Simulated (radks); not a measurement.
Values are calculated unless marked as measured or tabulated.
Species: the zirconium ion Zr6+. Configuration: [Ar] 3d10 4s2 4p4. Level of theory: scalar-relativistic Kohn-Sham, LB94 model potential, spin-polarised, spherical densities, finite nucleus; open shells are filled with parallel spins first (spin-orbit coupling, left out, can overturn this in heavy ions); Fermi nuclear charge, rms radius 4.2694 fm (a radial shooting solver on a logarithmic mesh with Libxc functionals). Some entries of the table are withheld. Estimate them.

orbital,occ.,eigenvalue (eV),<r^2> (bohr^2)
1s down,1,-18026.48,0.001845
1s up,1,-18026.46,0.001845
2s up,1,-2589.766,0.03097
2s down,1,-2589.566,0.03097
2p up,3,-2323.933,0.02435
2p down,3,-2323.612,0.02435
3s up,1,-503.4933,0.2403
3s down,1,-503.2944,0.2409
3p up,3,-416.5446,0.2471
3p down,3,-416.4008,0.2478
3d up,5,-273.4906,0.2420
3d down,5,-273.4486,0.2428
4s up,1,-139.9353,1.483
4s down,1,-139.3347,1.462
4p up,3,(1),1.764
4p down,1,(2),1.741

Answer. 
(1) 4p up eigenvalue (eV): -115.9237
(2) 4p down eigenvalue (eV): -115.0326
